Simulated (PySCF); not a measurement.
```xyz
3
charge 0 multiplicity 2, angstrom
La    0.0000    0.0000   -0.2650
F     1.7353    0.0000    0.9385
F    -1.7353    0.0000    0.9385
```

Method: UPBE0 in PySCF with La def2-TZVP with ECP46, F def2-TZVP; scalar-relativistic core potentials, no spin–orbit coupling; density-fitted integrals.

This geometry of LaF₂ is a stationary point at this level.

Task: What is the point group?

Result: C2v.

Task: Is it a minimum?

Result: Yes: all harmonic wavenumbers are real.

Task: List the harmonic modes with their infrared intensities.

Result: 
| symmetry | ω (cm⁻¹) | IR (km/mol) |
| --- | --- | --- |
| a1 | 129 | 9.9 |
| b2 | 539 | 156 |
| a1 | 553 | 118 |

Task: What are the dipole moment and the gap between the highest occupied and lowest empty levels of either spin?

Result: 4.05 D and 2.27 eV.

Task: Give the ideal-gas entropy at 298.15 K and 1 bar by parts.

Result: translation 173.4, rotation 99.2, vibration 17.0, spin 5.8; total 295.3 J/(mol K).

In C2v the vibrations span 2a1 + b2. Here b1 is antisymmetric to the molecular plane and b2 lies in it.

This need not be the most stable arrangement of these atoms. Open d and f shells are described by one determinant, and the ground state may have another occupation or spin. With an element this heavy the missing spin–orbit coupling can shift these numbers.
